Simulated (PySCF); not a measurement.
# Orbital energies, ionisation energy and electron affinity

Species: [Ti(CH3)Br3], CH3Br3Ti (singlet state).
Z-matrix (Å and degrees, PBE0-D3(BJ)/def2-SVP geometry), rows numbered from 1:
```
C 
Ti  1  2.0105
Br  2  2.3149  1  104.97
Br  2  2.3197  1  105.65  3   119.17
Br  2  2.3192  1  105.61  3  -119.32
H   1  1.1023  2  108.03  3    59.62
H   1  1.1023  2  108.39  3   179.88
H   1  1.1025  2  107.69  3   -60.13
```

Level: wB97X-D/def2-SVPD (PySCF). Frontier orbitals with their largest atomic shares (Löwdin; up to four atoms above 4 %):

```tsv
orbital	ε (eV)	main atoms
HOMO−3	-10.93	C1 39 %, Ti2 24 %, Br3 9 %, Br5 8 %
HOMO−2	-10.83	Br5 42 %, Br4 38 %, Br3 10 %, Ti2 5 %
HOMO−1	-10.82	Br3 46 %, Br4 25 %, Br5 19 %, Ti2 5 %
HOMO	-10.38	?
LUMO	-1.61	Ti2 79 %, Br3 7 %, Br5 6 %, Br4 6 %
LUMO+1	-1.61	Ti2 79 %, Br4 6 %, Br3 6 %, Br5 6 %
LUMO+2	-1.16	Ti2 70 %, Br5 10 %, Br4 9 %, Br3 5 %
```

**Question.** What vertical ionisation energy does ΔSCF give, and how far is −ε(HOMO) from it?

**Answer.** ΔSCF: 10.59 eV (1021 kJ/mol; threshold wavelength 117 nm); ⟨S²⟩ of the doublet left behind is 0.790, against 0.75 for a pure doublet. −ε(HOMO) is 10.38 eV, 0.21 eV below it. For the exact functional −ε(HOMO) would equal the first vertical ionisation energy; wB97X-D (range-separated hybrid) comes within 0.21 eV of that here. Holes in the HOMO−1 and HOMO−2 were tried too where these lie within 1.2 eV of the HOMO; the lowest converged state counts.

**Question.** On which atoms does the HOMO lie?

**Answer.** Br3 (bromine bonded to Ti) 34 %, Br4 (bromine bonded to Ti) 33 %, Br5 (bromine bonded to Ti) 33 %, so no atom holds as much as 40 %. The HOMO−1 lies 0.44 eV lower.

**Question.** And the vertical electron affinity, the fundamental gap, Mulliken's electronegativity and the hardness (with the factor ½)?

**Answer.** EA = 2.30 eV by ΔSCF (−ε(LUMO) = 1.61 eV). IE − EA = 8.29 eV against an orbital gap of 8.77 eV; (IE + EA)/2 = 6.45 eV; (IE − EA)/2 = 4.14 eV.

**Question.** With α = 117.8 au, estimate the like-pair dispersion coefficient by London's formula C6 = (3/4)α²I.

**Answer.** I = 0.3890 Eh, so C6 ≈ 4050 au, a rough estimate.

**Question.** What total energies stand behind the ΔSCF value?

**Answer.** E(N) = -8611.13229 Eh and E(N − 1) = -8610.74328 Eh at the same geometry, 0.38901 Eh apart. With one more electron, E(N + 1) = -8611.21690 Eh.

Isolated species at its PBE0-D3(BJ)/def2-SVP geometry, gas phase. The calculation is non-relativistic, for bromine too.

The pairwise dispersion term of wB97X-D wasn't added to the energies; at a given geometry it leaves orbitals and properties as they are.
